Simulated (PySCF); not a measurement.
Steps of a relaxation of PmH3(H2O)

PmH3(H2O) (singlet in the valence; each metal's 4f electrons, 4 of them, lie in its core potential, out of spins and levels; a saddle point, relaxed within its symmetry). PySCF 2.14.0, RKS PBE0, Pm lcecp-1-SVP with ECP50, H def2-SVP, O def2-SVP; non-relativistic Hamiltonian with scalar-relativistic core potentials where named; density fitting; no spin-orbit coupling. Origin of the start: template. Columns: position (Å) and force (eV/Å). Energies are counted from the last step; some of the 25 steps are shown. Forces carry noise of the integration grid, about 0.01 to 0.03 eV/Å.

Run from Python with OMP_NUM_THREADS=2. Where DIIS fails, smearing, a level shift and second-order steps follow.
It took 45 s on 2 threads of Arm Neoverse V2, with other jobs on the host, from the converged density of the start.

```xyz
7
step 0  E = 0.359 eV
Pm    0.1535   -0.1535    0.1535     0.78   -0.75    0.75
H     1.4525    1.1455    1.4525    -0.67   -0.49   -0.65
H    -1.1455   -1.4525    1.4525     0.50    0.66   -0.66
H     1.4525   -1.4525   -1.1455    -0.67    0.65    0.49
O    -1.2956    1.2956   -1.2956    -0.13    0.12   -0.12
H    -1.6363    2.1808   -1.0918     0.10   -0.14    0.04
H    -1.6363    1.0918   -2.1808     0.10   -0.04    0.14
```

```xyz
7
step 8  E = 0.010 eV
Pm    0.2075   -0.2464    0.2464     0.01    0.00    0.00
H     1.2356    1.2511    1.2686     0.00    0.01    0.01
H    -1.1753   -1.3433    1.3433     0.00   -0.02    0.02
H     1.2356   -1.2686   -1.2511     0.00   -0.01   -0.01
O    -1.2057    1.1808   -1.1808    -0.05    0.06   -0.06
H    -1.4763    2.0899   -0.9915     0.02   -0.05   -0.02
H    -1.4763    0.9915   -2.0899     0.02    0.02    0.05
```

```xyz
7
step 16  E = 0.003 eV
Pm    0.1155   -0.2975    0.2975     0.01    0.04   -0.04
H     1.0625    1.3406    1.1818     0.00    0.00    0.01
H    -1.0440   -1.5176    1.5176    -0.02   -0.01    0.01
H     1.0625   -1.1818   -1.3406     0.00   -0.01    0.00
O    -1.2454    1.1644   -1.1644    -0.04    0.12   -0.12
H    -1.3031    2.1223   -1.0245     0.03   -0.14    0.00
H    -1.3031    1.0245   -2.1223     0.03    0.00    0.14
```

Problem. Where does the relaxation end?

Solution. It converges at step 24 in Cs:
```xyz
7
step 24  E = 0
Pm    0.0916   -0.3191    0.3191
H     0.9302    1.4301    1.1064
H    -1.0117   -1.5682    1.5682
H     0.9302   -1.1064   -1.4301
O    -1.2592    1.1369   -1.1369
H    -1.1681    2.0898   -0.9920
H    -1.1681    0.9920   -2.0898
```

Problem. How did the contacts change?

Solution. 
```
     contact  start (Å)  end (Å)
  Pm1–H2 (H)      2.250    2.094
  Pm1–H3 (H)      2.250    2.083
  Pm1–H4 (H)      2.250    2.094
Pm1–O5 (H2O)      2.510    2.463
```


An lcecp potential fixes the number of 4f electrons, so in runs with it no electron can move into or out of that shell.
